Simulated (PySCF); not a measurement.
## One molecule, a ladder of functionals, a line

Molecule: SMILES N(B)BCl, B$_{2}$ClH$_{4}$N.

Geometry:
```tsv
atom	x (Å)	y (Å)	z (Å)
B1	-1.172	0.678	-0.001
N2	0.090	0.089	-0.267
B3	1.270	0.301	0.488
Cl4	2.761	-0.512	0.022
H5	-2.105	0.419	-0.723
H6	-1.282	1.422	0.942
H7	0.163	-0.536	-1.066
H8	1.275	1.025	1.446
```

GIAO shieldings (ppm, equivalent atoms averaged) in PySCF on the PBE0-D3(BJ)/def2-SVP geometry, basis pcSseg-2, gas phase, non-relativistic:

| functional | exact exchange (%) | σ(B1) | σ(B3) | σ(N2) | σ(Cl4) |
| --- | --- | --- | --- | --- | --- |
| BLYP | 0 | 39.9 | 43.6 | 56.7 | 718.6 |
| BP86 | 0 | 42.1 | 46.8 | 61.2 | 724.1 |
| PBE | 0 | 40.7 | 45.8 | 59.8 | 721.8 |
| B3LYP | 20 | 44.1 | 48.0 | 66.5 | 752.2 |
| PBE0 | 25 | 46.4 | 51.3 | 72.3 | 764.2 |
| mPW1PW91 | 25 | 46.8 | 51.4 | 72.7 | 765.2 |
| HF | 100 | 64.4 | 67.8 | 102.6 | 852.6 |

Task: Fit each shielding as a line in the percentage of exact exchange.

Result: σ(B1) = 40.6 + 0.24 x (rms 0.8 ppm); σ(B3) = 45.2 + 0.23 x (rms 1.1 ppm); σ(N2) = 59.7 + 0.43 x (rms 1.8 ppm); σ(Cl4) = 725.1 + 1.31 x (rms 4.8 ppm). The functionals also differ in their semilocal parts, which the line can't hold; Hartree–Fock has no correlation at all.

Task: What does the line predict for BHandHLYP (50 %), and what does the run give?

Result: σ(B1): 52.6 predicted, 51.0 computed; σ(B3): 56.7 predicted, 54.8 computed; σ(N2): 81.2 predicted, 80.0 computed; σ(Cl4): 790.6 predicted, 794.4 computed ppm.
